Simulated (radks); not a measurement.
Results of a calculation; reference values are marked as such.
Coulomb parameter of the 4f shell of the erbium ion Er+ in the model configuration [Xe] 4f10 6s1 6p2, as a second difference U = [E(n + 0.25) + E(n - 0.25) - 2 E(n)] / (0.25)^2 with all orbitals relaxed. "Bare": the charge of the atom changes with n. "Screened": the 6p shell takes up the change at fixed total charge, which measures U(4f,4f) + U(6p,6p) - 2 U(4f,6p). Level of theory: Dirac Kohn-Sham, PBE, spin-unpolarised, spherical densities, finite nucleus; open shells are shared between the two j in proportion to 2j + 1; Fermi nuclear charge, rms radius 5.2516 fm (a radial shooting solver on a logarithmic mesh with Libxc functionals).

| case | configuration | E - E(n) (eV) |
|---|---|---|
| start | [Xe] 4f10 6s1 6p2 | 0.000 |
| bare +0.25 | [Xe] 4f10.25 6s1 6p2 | -7.162 |
| bare -0.25 | [Xe] 4f9.75 6s1 6p2 | 8.319 |
| screened +0.25 | [Xe] 4f10.25 6s1 6p1.75 | -5.261 |
| screened -0.25 | [Xe] 4f9.75 6s1 6p2.25 | 5.918 |

U(bare) = 18.516 eV, U(screened by 6p) = 10.510 eV, against the Slater integral F0(4f,4f) = 34.275 eV with frozen orbitals.
